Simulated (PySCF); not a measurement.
**PbF: one state, many levels of theory**

State: ²Π (doublet), unpaired electrons π ↑. Set-up: PySCF, scalar-relativistic core potentials, basis sets Pb def2-SVP with ECP60, F def2-SVP. De refers to Pb + F in their high-spin ground configurations, without counterpoise correction. The functionals are run spin-unrestricted. A positive dipole means Pb(−)F(+).

```tsv
Level	Re (Å)	ωe (cm⁻¹)	De (eV)	μ (D)
UHF	2.056	559	2.36	-4.11
UHF-MP2	2.062	559	4.16	n/a
UHF-SCS-MP2	2.066	555	4.03	n/a
UHF-CCSD	2.066	553	3.81	n/a
UHF-CCSD(T)	2.069	549	3.90	n/a
PBE	2.087	526	4.79	-3.11
r²SCAN	2.069	545	4.46	-3.30
M06-L	2.084	532	4.75	-3.50
B3LYP	2.075	540	4.45	-3.41
PBE0	2.065	550	4.30	-3.46
B97-3	2.078	535	4.39	-3.59
CAM-B3LYP	2.057	560	4.47	-3.43
```

Q: Which functional lies closest to UHF-CCSD(T) in De, which farthest, and by how much do they differ from it?

A: Closest is PBE0 (-0.4 pm in Re, +0.2 % in ωe, +0.40 eV in De against UHF-CCSD(T) in the same basis), farthest PBE (+1.8 pm in Re, -4.2 % in ωe, +0.89 eV in De). CCSD(T) converges more slowly with the basis than the functionals do and binds too weakly in this one, so the order can change at the basis-set limit.

Q: What does a quarter of exact exchange do here, going from PBE to PBE0?

A: PBE0 less PBE: -2.2 pm in Re, +4.6 % in ωe, -0.49 eV in De. Exact exchange removes part of the self-interaction that spreads semilocal densities, and in most molecules shortens and stiffens the bond and lowers De; so it does here.

Q: What does the step from GGA to meta-GGA do here, going from PBE to r²SCAN?

A: r²SCAN less PBE: -1.8 pm in Re, +3.6 % in ωe, -0.33 eV in De. 

Correlated steps freeze 5 core orbitals. Correlated levels converge slowly with the basis: in double zeta they bind strong bonds too weakly, by up to about 1 eV, and carry superposition errors of some tenths. Spin–orbit coupling is left out, which matters for elements this heavy, above all for dissociation energies. The state is the lowest determinant that a PBE0 search found; another state may lie lower at other levels.
